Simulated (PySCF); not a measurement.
**Rb (rubidium, neutral): UHF calculation**

Configuration: [Kr] 5s1, 2S determinant. Computed with PySCF 2.14 in def2-TZVP with the def2 core potential (28 electrons) (6s4p3d, 33 functions), with a scalar-relativistic core potential.

```
Total energy             : -23.802565 hartree
One-electron energy      : -39.4557 hartree
Hartree (Coulomb) energy : 19.0525 hartree
Exchange energy          : -3.3994 hartree
⟨S²⟩                     : 0.7504
⟨L²⟩                     : 0.000
Sum of ⟨r⟩               : 19.00 bohr
Sum of ⟨r²⟩              : 60.83 bohr²
Time after the integrals : 0.05 s of wall time on 1 thread of Neoverse-V2 (shared host)
```

| shell | electrons | mean orbital energy (hartree) | rms radius, mean of both spins (bohr) |
| --- | --- | --- | --- |
| 4s α | 1 | -1.57915 | 1.58 |
| 4s β | 1 | -1.57554 | 1.58 |
| 4p α | 3 | -0.80991 | 1.86 |
| 4p β | 3 | -0.80826 | 1.86 |
| 5s α | 1 | -0.14032 | 5.92 |

Energies and moments cover only the electrons outside the core potential.
